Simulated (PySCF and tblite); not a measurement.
Results of a calculation; reference values are marked as such.
dicyanoketene, C4N2O, numbered as in [N:1]#[C:2][C:3](=[C:4]=[O:5])[C:6]#[N:7].

Classical Langevin dynamics with GFN2-xTB (tblite), gas phase: time step 1.5 fs, H mass 4 u, friction 0.005 fs⁻¹, 400 steps to settle and 8000 to sample, one trajectory a temperature from the lowest conformer.

GIAO shieldings at PBE0/pcSseg-1 (PySCF) on 10 frames a temperature; like atoms are averaged, and of two unlike H on one atom a is the less shielded at the minimum.

(1) How far do thermal motions move the shieldings from their values at the minimum?

(2) What do the single frames at 300 K give for C3?

(3) How does the lowest singlet excitation (PBE0/def2-SVPD) spread?

Changes within two standard errors are not significant.

The study took 7.4 min on 1 thread of AMD EPYC 7B13, on a host shared with other jobs (rough), peak memory 0.7 GiB, launched as `OMP_NUM_THREADS=1 python ens_run.py task.json out`.

Answers

(1) 
```json
{"signal": "N1/N7", "σ at minimum (ppm)": "-79.7", "Δσ, 150 K": "-1.9 ± 1.3", "Δσ, 300 K": "-6.4 ± 3.3", "Δσ, 600 K": "-10.8 ± 2.7"}
{"signal": "C2/C6", "σ at minimum (ppm)": "81.1", "Δσ, 150 K": "-0.3 ± 0.3", "Δσ, 300 K": "-1.3 ± 0.8", "Δσ, 600 K": "-2.4 ± 0.9"}
{"signal": "C3", "σ at minimum (ppm)": "173.2", "Δσ, 150 K": "-0.2 ± 0.6", "Δσ, 300 K": "-1.2 ± 1.4", "Δσ, 600 K": "-2.6 ± 1.5"}
{"signal": "C4", "σ at minimum (ppm)": "-16.3", "Δσ, 150 K": "-1.0 ± 1.1", "Δσ, 300 K": "0.2 ± 1.7", "Δσ, 600 K": "-2.4 ± 2.0"}
{"signal": "O5", "σ at minimum (ppm)": "-99.2", "Δσ, 150 K": "-2.6 ± 2.9", "Δσ, 300 K": "-0.5 ± 3.9", "Δσ, 600 K": "-14.5 ± 5.3"}
```

Errors are standard errors over frames. Zero-point motion is missing, and a reference compound would move too.

(2) 
```csv
t (fs),"V above the minimum, tight binding (kcal/mol)","E above it, DFT (kcal/mol)",torsions (°),σ (ppm)
1200,3.5,3.5,none,178.5
2400,2.5,0.7,none,168.9
3600,5.0,8.5,none,171.0
4800,4.0,2.6,none,169.4
6000,5.3,4.4,none,171.4
7200,5.1,6.2,none,178.0
8400,4.8,7.2,none,173.4
9600,3.8,7.1,none,173.8
10800,6.5,6.1,none,171.9
12000,5.3,3.7,none,164.1
```

(3) 3.46 eV at the minimum; 3.42 eV with a spread of 0.05 eV at 150 K; 3.45 eV with a spread of 0.07 eV at 300 K; 3.35 eV with a spread of 0.14 eV at 600 K.
